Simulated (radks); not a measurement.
Values are calculated unless marked as measured or tabulated.
The europium ion Eu6+, 57 electrons, occupied as [Kr] 4d10 4f5 5s2 5p4.

Level of theory: Dirac Kohn-Sham, PBE, spin-unpolarised, spherical densities, finite nucleus; open shells fill j = l - 1/2 first; Fermi nuclear charge, rms radius 5.1115 fm (a radial shooting solver on a logarithmic mesh with Libxc functionals).

Energy parts (eV):
| part | energy |
|---|---|
| total | -295041.45 |
| kinetic | 320807.87 |
| electron-nucleus | -719140.38 |
| Hartree | 109826.59 |
| exchange-correlation | -6535.54 |

Orbitals (lengths in bohr, moments of r in powers of bohr):
orbital,occ.,eigenvalue (eV),<r^4>,<1/r>,<r>
1s1/2,2,-48399.83,1.226e-06,70.22,0.02232
2s1/2,2,-8017.037,0.0001955,16.72,0.09460
2p1/2,2,-7610.581,0.0001213,16.70,0.07907
2p3/2,4,-6962.618,0.0001578,14.82,0.08580
3s1/2,2,-1833.088,0.007645,6.087,0.2492
3p1/2,2,-1657.455,0.006976,6.002,0.2388
3p3/2,4,-1525.385,0.008496,5.527,0.2517
3d3/2,4,-1221.281,0.006203,5.403,0.2236
3d5/2,6,-1192.555,0.006594,5.284,0.2276
4s1/2,2,-433.0625,0.1873,2.548,0.5642
4p1/2,2,-365.0505,0.2132,2.443,0.5766
4p3/2,4,-335.6006,0.2582,2.284,0.6052
4d3/2,4,-223.3818,0.3635,2.072,0.6407
4d5/2,6,-218.0333,0.3859,2.033,0.6506
5s1/2,2,-119.2960,4.795,1.044,1.284
5p1/2,2,-98.6597,6.724,0.9546,1.389
5p3/2,2,-93.4607,7.984,0.9048,1.452
4f5/2,5,-85.6208,1.283,1.583,0.7939
4f7/2,0,-84.8569,1.326,1.570,0.8006

The highest occupied level is 4f5/2 at -85.621 eV. The electron density at the nucleus is 5.793e+05 e/bohr^3. Summed over all electrons, <r^2> = 25.83 bohr^2, which gives a Langevin (diamagnetic) susceptibility term of -20.5 x 10^-6 cm^3/mol.
